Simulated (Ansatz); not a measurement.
[InFH3]- (InH3F⁻). Charge -1, multiplicity 1. Geometry B3LYP-D4/def2-TZVPD, basis def2-TZVPD, Ansatz.

```csv
run,HOMO (eV),LUMO (eV)
A,-1.38,3.23
B,-1.67,3.98
C,-2.22,3.38
D,-2.62,3.63
E,-4.84,3.99
F,-2.81,4.15
```

In the def2 sets In takes a core potential; there is no spin–orbit coupling. HSE06 is defined as in plane-wave codes, on full-range PBE exchange.

Problem. The runs used HSE06, PBE, PBE0, r2SCAN, r2SCAN0, ωB97M-V. Estimate which is which.

Solution. A PBE (0 % exact exchange); B r2SCAN (0 % exact exchange); C HSE06 (range-separated); D PBE0 (25 % exact exchange); E ωB97M-V (range-separated); F r2SCAN0 (25 % exact exchange). Exact exchange lowers occupied and raises empty levels; among semilocal functionals meta-GGAs tend to open the gap a little, and such runs are hard to tell apart. The gap grows from 4.61 eV (PBE) to 8.83 eV (ωB97M-V).
